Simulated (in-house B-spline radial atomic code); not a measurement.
## Ionising S with different functionals

Computed with an all-electron radial atomic-structure program (B-spline basis): scalar-relativistic (spin-free X2C) Hamiltonian, Fermi nucleus of rms radius 3.2611 fm, spin-polarised at highest spin, spherical fractional occupations for the functionals, and exact exchange of hybrids averaged over the configuration. The ionisation energy is the difference of two self-consistent energies, [Ne] 3s2 3p4 → [Ne] 3s2 3p3, without Breit or QED terms; ε is the level of the shell that loses the electron (its least bound occupied spin orbital).

| method | rung | ΔSCF (eV) | -ε(3p) (eV) |
| --- | --- | --- | --- |
| PBE0 | global hybrid | 10.23 | 7.24 |
| B3LYP | global hybrid | 10.45 | 7.11 |
| TPSSh | global hybrid | 10.14 | 6.43 |
| BHandHLYP | global hybrid | ? | ? |
| r2SCAN0 | global hybrid | 10.02 | 7.17 |
| B97-1 | global hybrid | 10.33 | 7.05 |
| HSE06 | range-separated hybrid | 10.23 | 6.84 |
| wB97X | range-separated hybrid | ? | ? |
| CAM-B3LYP | range-separated hybrid | 10.49 | 8.78 |
| LC-wPBE | range-separated hybrid | 10.38 | 10.19 |

(1) What does wB97X give?

(2) What does BHandHLYP give?

(3) Among the functionals, which spreads more, the ΔSCF values or the orbital energies?

(4) How do they compare with the NIST value?

## Answers

(1) ΔSCF 10.43 eV, and -ε(3p) = 9.82 eV.

(2) ΔSCF 10.29 eV, and -ε(3p) = 8.45 eV.

(3) The orbital energies: ΔSCF values span about 0.47 eV and the orbital energies 3.76 eV; here energy differences depend much less on the functional than eigenvalues do.

(4) NIST lists 10.360 eV (measured, ground level to ground level). Errors run from -0.34 to +0.13 eV; LC-wPBE is closest (+0.02 eV), but part of that can be cancellation, since the calculations leave out spin-orbit coupling, Breit-QED terms, multiplet and fine-structure energies.
